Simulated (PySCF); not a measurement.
**Computed spin Hamiltonian**

Species: C7H8FS (doublet state).
Z-matrix (Å and degrees, GFN2-xTB geometry), rows numbered from 1:
```
C 
C   1  1.5161
C   2  1.2881  1  128.17
C   3  1.4357  2  155.73  1     1.03
C   4  1.5604  3  111.58  2     2.55
C   5  1.4986  4  110.29  3   175.94
F   6  1.3674  5  113.59  4   -67.28
C   6  1.3042  5  124.46  4   111.05
S   8  1.5654  6  171.95  5     5.99
H   1  1.0887  2  109.25  3  -118.82
H   1  1.0884  2  109.35  3   122.75
H   1  1.0851  2  111.34  3     1.96
H   2  1.0876  1  112.52  3   179.97
H   4  1.0944  3  109.90  2   122.39
H   4  1.0939  3  110.25  2  -118.22
H   5  1.0926  4  108.89  3    56.66
H   5  1.0889  4  109.82  3   -63.37
```

The hyperfine couplings belong to this conformer and change with its torsions.

As a line formula: `C/C=[C]\CCC(F)=C=S` [radical].

Computed with PySCF 2.14.0, UKS B3LYP, pcH-1 on C F H S, non-relativistic, mean-field spin-orbit, GIAO. Geometry: GFN2-xTB, one conformer, isolated molecule. Couplings are sensitive to structure, and on GFN2-xTB geometries they can be far from those on DFT ones. The SCF solution wasn't tested for stability.

| Quantity | Value |
| --- | --- |
| g1, g2, g3 | 2.00098, 2.00222, 2.00252 |
| g_iso | 2.00191 |
| Form of g | rhombic: the two nearest values differ by 20 % of g3 − g1 |
| ⟨S²⟩ | 0.7611 (exact 0.7500) |
| α and β electrons | 38, 37 |
| Total energy | -769.46422 Eh |

Isotropic coupling and dipolar principal values T1 to T3, in mT (MHz turned into mT with g_iso):

| atom | isotope | a_iso | of which spin–orbit | T1 | T2 | T3 | Mulliken spin population |
| --- | --- | --- | --- | --- | --- | --- | --- |
| C1 | 13C | 3.39 | 0.00 | -0.28 | -0.25 | 0.53 | 0.08 |
| C2 | 13C | -1.18 | 0.00 | -0.57 | 0.09 | 0.48 | -0.16 |
| C3 | 13C | 6.44 | 0.00 | -2.93 | -2.25 | 5.19 | 0.98 |
| C4 | 13C | -0.20 | 0.00 | -0.10 | -0.08 | 0.17 | -0.07 |
| C5 | 13C | 3.61 | 0.00 | -0.22 | -0.21 | 0.43 | 0.06 |
| C6 | 13C | 0.19 | 0.00 | -0.14 | 0.02 | 0.12 | 0.00 |
| F7 | 19F | 0.00 | 0.00 | -0.74 | 0.09 | 0.65 | 0.00 |
| C8 | 13C | 0.19 | 0.00 | -0.23 | -0.06 | 0.29 | 0.02 |
| S9 | 33S | 0.01 | 0.00 | -0.26 | -0.07 | 0.33 | 0.02 |
| H10 | 1H | -0.29 | 0.00 | -0.14 | -0.07 | 0.21 | 0.00 |
| H11 | 1H | -0.28 | 0.00 | -0.14 | -0.07 | 0.21 | 0.00 |
| H12 | 1H | -0.23 | 0.00 | -0.21 | -0.05 | 0.25 | 0.00 |
| H13 | 1H | 5.01 | 0.00 | -0.21 | -0.17 | 0.38 | 0.06 |
| H14 | 1H | 1.42 | 0.00 | -0.22 | -0.17 | 0.39 | 0.01 |
| H15 | 1H | 0.96 | 0.00 | -0.21 | -0.16 | 0.38 | 0.01 |
| H16 | 1H | -0.10 | 0.00 | -0.18 | -0.07 | 0.25 | 0.00 |
| H17 | 1H | -0.19 | 0.00 | -0.18 | -0.08 | 0.26 | 0.00 |

The Mulliken spin populations are largest on C3 (+0.98), C2 (-0.16), C1 (+0.08) and C4 (-0.07). C3 is the only atom above +0.15.

Under fast tumbling the dipolar parts average out, and these isotropic splittings remain: 1 × 1H (H13, I = 1/2, 2 lines) with 5.01 mT, 2 × 1H (H14/H15, I = 1/2, 3 lines) with 1.19 mT, 3 × 1H (H10/H11/H12, I = 1/2, 4 lines) with 0.27 mT and 2 × 1H (H16/H17, I = 1/2, 3 lines) with 0.15 mT.

Class means assume fast exchange of nuclei equivalent by connectivity; if that motion is slow, each nucleus keeps its own coupling. The 1H value of +33.5 MHz is a mean of couplings from 27.0 to 39.9 MHz in this one geometry, not an average over conformers.

The 13C coupling of C3 (180.5 MHz) shows only in satellite lines or after enrichment, since that isotope makes up about 1.07 % of natural carbon.

The spin density at the nucleus, in bohr⁻³, is negative for C2 (-0.0295), C4 (-0.0049) and H10/H11/H12 (-0.0017), for instance. A restricted open-shell determinant has no negative spin density anywhere; here it arises because α and β orbitals differ (spin polarisation).
